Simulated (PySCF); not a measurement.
BiO⁻ at M06-2X

Computed with M06-2X; PySCF, scalar-relativistic core potentials, basis sets Bi def2-SVPD with ECP60, O def2-SVPD.

| Item | Value |
| --- | --- |
| state | ³Σ⁻ (triplet), unpaired electrons π ↑↑ |
| bond length | 0.2012 nm |
| harmonic wavenumber | 667 cm⁻¹ |
| force constant | 3.89 mdyn/Å |
| rotational constant Be | 0.2802 cm⁻¹ |
| anharmonicity ωexe | 2.56 cm⁻¹ |
| vibration–rotation constant αe | 0.00147 cm⁻¹ |
| well depth De to Bi + O⁻ | 270 kJ/mol |
| dissociation energy D0 | 266 kJ/mol |
| bond order (Mayer) | 1.04 |
| dipole moment (positive dipole points towards O; it is taken about the centre of mass and depends on that origin) | -5.53 D |

These are scalar-relativistic numbers at best; spin–orbit coupling would shift them, the dissociation energy most. For an ion De counts to the pair picked by the measured ionisation energies or electron affinities, which need not be the lowest pair at this level. The state was picked by a PBE0 search and need not be the measured ground state.
